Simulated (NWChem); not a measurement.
Molecule: 1,1-difluoroethane (C₂H₄F₂); SMILES FC(F)C

Computed with NWChem. Medium grid unless said otherwise, to which SCAN and Minnesota functionals are sensitive. The geometry was optimised at PBE0/def2-SVP. Hybrids' shares of exact exchange are those that their runs print; pure functionals count as 0. The functionals differ in more than this share.

```csv
row,share of exact exchange,orbital gap (eV)
"LDA (Slater exchange, VWN5)/def2-TZVPD",0.00,7.82
PBE/def2-TZVPD,0.00,7.70
B3LYP/def2-TZVPD,0.20,9.53
PBE0/def2-TZVPD,0.25,10.04
M06-2X/def2-TZVPD,0.54,11.74
Hartree-Fock/def2-TZVPD,1.00,withheld
```

Q: Fit a straight line of the last column on the one before it, predict the withheld value, and compare with the run.

A: 
1. Means of the 5 shown rows: x = 0.198, y = 9.366. Slope Σ(x − x̄)(y − ȳ)/Σ(x − x̄)² = 1.483/0.1981 = 7.488; intercept 7.883.
2. The shown rows scatter about the line by 0.188 (root mean square); the largest residual is +0.28, at PBE0/def2-TZVPD.
3. At x = 1.00 (Hartree-Fock/def2-TZVPD; beyond the shown range) the line gives 15.37.
4. The run gives 15.85, +0.48 from the line, 2.6 times the scatter.
